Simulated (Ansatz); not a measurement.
**Pulling the pair apart**

The pair of Cu⁺ (SMILES [Cu+], atom 1) and CH$_{5}$N (SMILES CN, atoms 2–8), both closed shells, in one local arrangement (a lower one may exist), relaxed at PBE0-D4/def2-TZVP:

```xyz
8
angstrom
Cu 0.4381 -0.0532 -2.2233
C -0.2174 0.5239 0.5639
N 0.1877 -0.5647 -0.3654
H 0.5421 1.3033 0.5629
H -0.3320 0.1376 1.5773
H -1.1637 0.9486 0.2348
H -0.5050 -1.3097 -0.3245
H 1.0501 -0.9859 -0.0258
```

CH$_{5}$N is shifted rigidly along the line between the mean atom positions of the two fragments (negative: closer). Counterpoise interaction energies in kcal/mol. Ansatz 0.2.0; basis: def2-TZVPPD; cores frozen in the correlated methods. The 3s and 3p shells of Cu and Zn are frozen; filled d shells are correlated. B3LYP uses VWN-RPA correlation.

```
shift (Å)  wB97M-V  r2SCAN-D4  B3LYP-D4
    -0.19   -54.75     -66.18    -58.59
    -0.10   -59.65     -69.80    -63.44
     0.00   -61.15     -70.25    -64.93
     0.10   -60.49     -68.71    -64.28
     0.23   -57.41     -64.69    -61.31
     0.49   -48.97     -55.15    -53.36
     0.97   -32.99     -38.25    -37.38
     1.94   -14.37     -19.69    -18.40
```

Q: What does CCSD(T) give at these shifts? (To be estimated.)

A: Computed: -49.46, -54.60, -56.38, -55.99, -53.29, -45.50, -30.44, -13.24 kcal/mol. For zero shift, CCSD(T) at an estimated basis limit (MP2 extrapolated from triple and quadruple zeta, plus CCSD(T) − MP2 in triple zeta) gives -59.94 kcal/mol. These are counterpoise interaction energies, counted from the two frozen fragments.

The T1 diagnostic stays at or below 0.024.

For scale, one of the runs: CCSD(T)/def2-TZVPPD, 226 basis functions, launched by `ansatz run in.yaml --threads 4 --pin off --events-out ev --progress --plain --max-ram 9574MiB`. Hardware: 4 CPU threads of an Intel Xeon 6975P-C, shared host. Wall time 20 s; peak host memory 3.9 GiB.
